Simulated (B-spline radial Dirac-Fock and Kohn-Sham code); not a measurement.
Ir⁵⁺: photoemission with 308 eV photons

System: iridium as Ir⁵⁺, [Xe] 4f14 5d4.

Input file task.json (cfg lists n, l and occupation; rrms is the nuclear radius in fm):

```json
{"items": [{
  "Z": 77,
  "q": 5,
  "cfg": [[1, 0, 2], [2, 0, 2], [2, 1, 6], [3, 0, 2], [3, 1, 6], [3, 2, 10], [4, 0, 2], [4, 1, 6], [4, 2, 10], [4, 3, 14], [5, 0, 2], [5, 1, 6], [5, 2, 4]],
  "A": 193,
  "rrms": 5.4032,
  "do": ["binding", "quiet", "photo"],
  "hv": [34.2, 53.7, 77.4, 80.0, 116.0, 129.0, 301.0, 308.0, 413.0, 531.0, 685.0, 788.0, 1680.0, 1780.0, 6580.0, 7940.0, 10200.0, 12600.0, 12800.0, 17000.0, 18100.0, 42700.0, 60500.0, 73800.0]
}]}
```

Run with: `python xray_run.py task.json out`

The computed values come from an atomic code on a B-spline grid: Dirac-Hartree-Slater photoionisation with all multipoles and Dirac-Fock thresholds. The asymmetry parameter β is from the dipole term alone. Kinetic energies are from the vacuum level. Open shells are spread statistically over j, without multiplet splitting.

| subshell | electrons | binding (eV) | kinetic (eV) | σ (kb) | β |
| --- | --- | --- | --- | --- | --- |
| N6 (4f5/2) | 6 | 140.5 | 167.5 | 2310 | 0.36 |
| N7 (4f7/2) | 8 | 137.5 | 170.5 | ? | ? |
| O1 (5s) | 2 | 176.0 | 132.0 | 51.8 | 1.69 |
| O2 (5p1/2) | 2 | 137.2 | 170.8 | 32.9 | 0.11 |
| O3 (5p3/2) | 4 | 122.8 | 185.2 | 114 | 0.35 |
| O4 (5d3/2) | 1.6 | 72.23 | 235.8 | 19.0 | -0.43 |
| O5 (5d5/2) | 2.4 | 70.61 | 237.4 | 31.8 | -0.11 |

**Question.** What are σ and β for N7 (4f7/2)?

**Answer.** σ = 3100 kb, the largest of all subshells and 55 % of the total, and β = 0.38.

Run: 6.8 s of CPU time on 1 thread of Neoverse-N1 (shared host), peak memory 0.39 GiB.
